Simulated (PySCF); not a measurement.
SMILES FC(F)=C(F)[C@@H]1O[C@H]1F, C₄H₂F₄O

Cartesian coordinates in Å; atom numbers follow the order of the lines, from 1:
```xyz
11

F     1.233   -1.239    1.167
C     1.671   -0.319    0.324
F     2.982   -0.377    0.198
C     0.871    0.529   -0.320
F     1.414    1.410   -1.176
C    -0.601    0.644   -0.192
O    -1.202    0.351    1.047
C    -1.485   -0.512    0.030
F    -2.732   -0.453   -0.477
H    -1.009    1.504   -0.716
H    -1.136   -1.537    0.090
```

Method used: TDDFT BHandHLYP/def2-SVPD circular dichroism and optical rotation, one conformer, gas phase (PySCF). Geometry: GFN2-xTB.

The molecule is flexible and this is one conformer; a measurement averages over conformers. States above about 9.0 eV lie in this functional's continuum (it starts at minus the energy of the highest occupied orbital, well below the true ionisation energy for most functionals) and depend on the basis.

**Question.** Draw the ECD and absorption spectra from the lowest 16 states, each a Gaussian of half-width 0.25 eV at 1/e height.

**Answer.** 
```
E (eV)  λ (nm)  Δε (L mol⁻¹ cm⁻¹)  ε (L mol⁻¹ cm⁻¹)
  6.36     195              -0.64              31.2
  6.51     190              -4.93               248
  6.66     186             -18.11              1080
  6.81     182             -29.83              3390
  6.96     178             -11.77              9630
  7.11     174             +28.28             19200
  7.26     171             +43.15             21000
  7.41     167             +25.29             11800
  7.56     164              +7.59              3680
  7.71     161              +1.40               749
  7.86     158              +0.20               131
  8.01     155              +0.24               151
  8.16     152              +1.29               507
  8.31     149              +3.34              1160
  8.46     147              +3.05              1890
  8.61     144              -1.06              2130
  8.76     142              -3.89              1680
  8.91     139              -4.21              1960
  9.06     137              -0.72              4210
  9.21     135              +7.26              6110
  9.36     132              +9.18              4720
  9.51     130              +5.47              2340
  9.66     128             +10.67              1790
  9.81     126             +28.85              2680
  9.96     124             +39.10              4120
 10.11     123             +15.07              5080
```
Δε uses R in velocity form, ε uses f in length form. Only the states computed contribute, so the short-wavelength end is incomplete.
